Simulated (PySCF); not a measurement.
A calculated (M06-2X, PySCF 2.14, x2c-TZVPall, scalar relativity by spin-free X2C-1e) atom or ion has these occupied shells.

```tsv
shell	electrons	orbital energy (eV)	rms radius, mean of both spins (bohr)
1s α	1	-4955.6	0.0804
1s β	1	-4955.6	0.0804
2s α	1	-576.61	0.352
2s β	1	-575.91	0.352
2p α	3	-481.42	0.320
2p β	3	-480.76	0.320
3s α	1	-87.236	1.08
3s β	1	-85.038	1.08
3p α	3	-61.335	1.18
3p β	3	-58.694	1.18
3d α	2	-24.275	1.58
```

(1) Name the element and its charge.

Results:

(1) Ti²⁺ (titanium, charge +2), in [Ar] 3d2, high-spin 3F determinant.
